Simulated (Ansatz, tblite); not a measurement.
Isomers of Na3I4⁻ (singlet), found by a short tight-binding search and relaxed with r2SCAN-D4/def2-SVPD in Ansatz.

In the def2 sets I takes a core potential, while STO-3G treats all electrons; there is no spin–orbit coupling. The xTB rows come from tblite. LC-ωPBE has ω = 0.4 bohr⁻¹. Correlated methods freeze 19 core orbitals; core or outer-core shells of Na, I are correlated, in sets that lack core-valence functions.

Other spin states weren't relaxed.

A:

```
atom   x (Å)   y (Å)   z (Å)
 Na1  -3.008  -0.631  -1.796
 Na2   1.982  -0.808   1.398
 Na3  -0.511   1.568  -0.609
  I4   1.956   2.177   0.822
  I5  -3.003   2.206  -2.287
  I6   3.355  -2.991   2.696
  I7  -0.770  -1.522  -0.224
```

B:

```tsv
atom	x (Å)	y (Å)	z (Å)
Na1	-2.6466	2.5662	3.3722
Na2	-0.7806	0.7105	0.9855
Na3	2.3727	-2.2574	-3.0123
I4	-1.7350	-0.1164	3.8171
I5	-1.9090	3.5908	0.7970
I6	3.8965	-3.6532	-4.9704
I7	0.8019	-0.8404	-0.9891
```

C:

```xyz
7

Na    0.0375   -1.6697    1.2211
Na    0.3697   -0.2056   -2.0196
Na   -0.0148    1.8822    0.8467
I    -1.3113    0.2989    3.0413
I     2.3959    0.0604    0.2813
I    -0.7066   -2.9368   -1.3959
I    -0.7703    2.5707   -1.9749
```

Task: Estimate which lies lowest at each level, and how far above it the others are (kJ/mol).

Result: 
| level | A | B | C |
| --- | --- | --- | --- |
| GFN1-xTB | 66.8 | 69.9 | 0.0 |
| GFN2-xTB | 31.0 | 26.1 | 0.0 |
| HF/STO-3G | 86.6 | 101.6 | 0.0 |
| HF/def2-TZVPD | 42.3 | 42.5 | 0.0 |
| PBE-D4/def2-TZVPD | 43.8 | 54.9 | 0.0 |
| r2SCAN-D4/def2-TZVPD | 54.1 | 64.2 | 0.0 |
| PBE0-D4/def2-TZVPD | 46.7 | 57.7 | 0.0 |
| BHLYP-D4/def2-TZVPD | 33.9 | 47.1 | 0.0 |
| LC-ωPBE/def2-TZVPD | 53.3 | 59.4 | 0.0 |
| RPA@PBE/def2-TZVPD | 60.8 | 72.1 | 0.0 |
| MP2/def2-TZVPD | 61.9 | 73.9 | 0.0 |
Point groups (tolerance 0.1 Å): A Cs, B not assigned, C C3v. Lower isomers may exist.
